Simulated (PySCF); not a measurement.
## Magnetic susceptibility: SMILES CC[C@@]1(C)CC=CO1, C₇H₁₂O

Molfile (atoms numbered from 1):
```
C7H12O
     RDKit          3D

 20 20  0  0  0  0  0  0  0  0999 V2000
    1.9329    1.2423    0.3076 C   0  0  0  0  0  0  0  0  0  0  0  0
    1.0373    0.5893   -0.7373 C   0  0  0  0  0  0  0  0  0  0  0  0
   -0.0307   -0.3523   -0.1619 C   0  0  1  0  0  0  0  0  0  0  0  0
    0.5800   -1.4918    0.6521 C   0  0  0  0  0  0  0  0  0  0  0  0
   -1.1261    0.3987    0.6346 C   0  0  0  0  0  0  0  0  0  0  0  0
   -2.3649    0.0833   -0.1537 C   0  0  0  0  0  0  0  0  0  0  0  0
   -2.0287   -0.6607   -1.1966 C   0  0  0  0  0  0  0  0  0  0  0  0
   -0.7081   -0.9492   -1.2931 O   0  0  0  0  0  0  0  0  0  0  0  0
    2.5608    0.5048    0.7998 H   0  0  0  0  0  0  0  0  0  0  0  0
    2.5803    1.9730   -0.1717 H   0  0  0  0  0  0  0  0  0  0  0  0
    1.3430    1.7542    1.0645 H   0  0  0  0  0  0  0  0  0  0  0  0
    0.5208    1.3617   -1.3129 H   0  0  0  0  0  0  0  0  0  0  0  0
    1.6486    0.0134   -1.4349 H   0  0  0  0  0  0  0  0  0  0  0  0
   -0.2036   -2.1916    0.9345 H   0  0  0  0  0  0  0  0  0  0  0  0
    1.0520   -1.1110    1.5527 H   0  0  0  0  0  0  0  0  0  0  0  0
    1.3167   -2.0232    0.0549 H   0  0  0  0  0  0  0  0  0  0  0  0
   -0.9402    1.4748    0.6670 H   0  0  0  0  0  0  0  0  0  0  0  0
   -1.1917    0.0372    1.6631 H   0  0  0  0  0  0  0  0  0  0  0  0
   -3.3437    0.4309    0.1075 H   0  0  0  0  0  0  0  0  0  0  0  0
   -2.6400   -1.0732   -1.9792 H   0  0  0  0  0  0  0  0  0  0  0  0
  1  2  1  0
  3  2  1  6
  3  4  1  0
  3  5  1  0
  5  6  1  0
  6  7  2  0
  7  8  1  0
  8  3  1  0
  1  9  1  0
  1 10  1  0
  1 11  1  0
  2 12  1  0
  2 13  1  0
  4 14  1  0
  4 15  1  0
  4 16  1  0
  5 17  1  0
  5 18  1  0
  6 19  1  0
  7 20  1  0
M  END
```

The calculation used GIAO PBE/pcSseg-1 magnetisability, rotational g tensor and spin-rotation constants, non-relativistic, gas phase in PySCF 2.14.0. Geometry: GFN2-xTB.

**Question.** How diamagnetic is it, and how anisotropic?

**Answer.** Isotropic -1328 × 10⁻³⁰ J/T², or -80.0 × 10⁻⁶ cm³/mol; principal values -1389, -1340, -1255 × 10⁻³⁰ J/T², anisotropy 118 × 10⁻³⁰ J/T² (root of half the summed squared differences of the principal values). The susceptibility is in cgs units.

**Question.** Split it along the inertial axes a, b, c into diamagnetic and paramagnetic parts about the centre of mass, with the quadrupole moment.

**Answer.** 
| axis | χ (10⁻⁶ cm³/mol) | diamagnetic (10⁻⁶ cm³/mol) | paramagnetic (10⁻⁶ cm³/mol) | summed x² of all electrons (Å²) | quadrupole Θ (D Å) |
| --- | --- | --- | --- | --- | --- |
| a | -78.9 | -470.7 | 391.8 | 161.9 | +2.97 |
| b | -79.6 | -899.7 | 820.2 | 60.8 | -1.55 |
| c | -81.5 | -944.7 | 863.2 | 50.2 | -1.42 |

Anisotropies 2χaa − χbb − χcc = +3.3 and 2χbb − χaa − χcc = +1.2 × 10⁻⁶ cm³/mol. Θ is traceless in Buckingham's convention.

**Question.** And the rotational g tensor?

**Answer.** 
| axis | rotational constant (GHz) | g | nuclear part | electronic part |
| --- | --- | --- | --- | --- |
| a | 3.5603 | -0.0195 | 0.6359 | -0.6554 |
| b | 1.5866 | -0.0062 | 0.6051 | -0.6113 |
| c | 1.4998 | -0.0046 | 0.6037 | -0.6082 |

Asymmetric top; isotopes 12C, 1H, 16O; no vibrational averaging.
